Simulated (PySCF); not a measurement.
## Electron correlation in Mg (magnesium, neutral)

[Ne] 3d2, high-spin 3F determinant (an excited configuration). Computed with PySCF 2.14 in aug-cc-pVDZ-DK (5s4p2d, 27 functions), with scalar relativity by spin-free X2C-1e. Frozen: [Ne]; 2 electrons correlated.

With two correlated electrons CCSD is exact within the correlated space (frozen core and kept virtual orbitals).

| level | correlation energy (mhartree) |
| --- | --- |
| CCSD | -0.37 |

Diagnostics: T1 = 0.00100, D1 = 0.0014, largest double amplitude 0.025.

The outer electron is Rydberg-like, and this basis confines it to a smaller radius and binds it less than a complete one would.

Cost of the coupled-cluster step: about 0.08 core-seconds, for 2 correlated electrons.
